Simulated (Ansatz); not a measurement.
Two isomers of C2H5NSi: A = `[SiH3]C1=CN1`, B = `C[SiH2]C#N`.

Gas-phase electronic energies from Ansatz, PBE0-D4/def2-TZVP geometries. CCSD(T)/CBS is the MP2 limit (def2-TZVPP, def2-QZVPP) plus CCSD(T) − MP2 in def2-TZVPP, frozen cores. Functionals use def2-TZVPP. B3LYP here is the variant with VWN-RPA as its local correlation; programs differ in this.

Task: Which is lower in electronic energy at CCSD(T)/CBS, and by how much? (An estimate is asked.)

Result: Ansatz gave: B, by 85.7 kcal/mol.

Task: Give E(B) − E(A) in kcal/mol with HF/def2-TZVPP, CCSD/def2-TZVPP, B3LYP, MP2/def2-TZVPP, ωB97M-V, B2PLYP, PBE0-D4. (Estimate.)

Result: Ansatz gave: HF/def2-TZVPP -95.1, CCSD/def2-TZVPP -88.9, B3LYP -85.2, MP2/def2-TZVPP -88.9, ωB97M-V -85.5, B2PLYP -87.7, PBE0-D4 -80.8. None reverses the order clearly.

Task: Does the order hold for the free energy at 298.15 K (harmonic terms from PBE0-D4)? (Best estimate.)

Result: Computed: Yes: G(B) − G(A) = -84.5 kcal/mol.

Largest T1 diagnostic: 0.012.

From PBE to PBE0 (25 % exact exchange), in def2-TZVPP and without D4, E(B) − E(A) moves by −2.4 kcal/mol. Leaving LDA and LC-ωPBE aside and taking each functional with its dispersion term where it has one, the values, not all of them listed here, spread over 9.7 kcal/mol, from BHLYP-D4 to PBE-D4. LDA lies +4.8 kcal/mol from PBE without D4.
